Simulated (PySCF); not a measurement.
Working with the constants of CsZn⁺

RHF-CCSD(T) constants of CsZn⁺, ¹Σ⁺ (singlet), closed shell (basis Cs def2-SVPD with ECP46, Zn def2-SVPD; scalar-relativistic core potentials; PySCF 2.14; masses 132.9054 and 63.9291 u):

| Quantity | Value |
| --- | --- |
| ωe | 44.6 cm⁻¹ |
| ωexe | 0.505 cm⁻¹ |
| Be | 0.024301 cm⁻¹ |
| αe | 0.000287 cm⁻¹ |
| De to Cs⁺ + Zn | 0.182 eV |

Q: What force constant and bond length do these constants imply?

A: Reduced mass μred = 43.166 u; k = 5.8918×10⁻⁷·μred·ωe² (u, cm⁻¹, mdyn/Å) = 0.0506 mdyn/Å; Re = √(16.8576/(μred·Be)) (u, cm⁻¹, Å) = 4.009 Å.

Q: Estimate the centrifugal constant D from the Kratzer relation and find the Dunham coefficient a1.

A: D = 4Be³/ωe² = 2.89e-08 cm⁻¹; a1 = −1 − αeωe/(6Be²) = -4.61.

Correlated steps freeze 5 core orbitals. The bond is weak. Basis-set superposition, not corrected here, can be much of De in a small basis, most of all at correlated wavefunction levels. Spin–orbit coupling is left out. For an ion De counts to the pair picked by the measured ionisation energies or electron affinities, which need not be the lowest pair at this level.
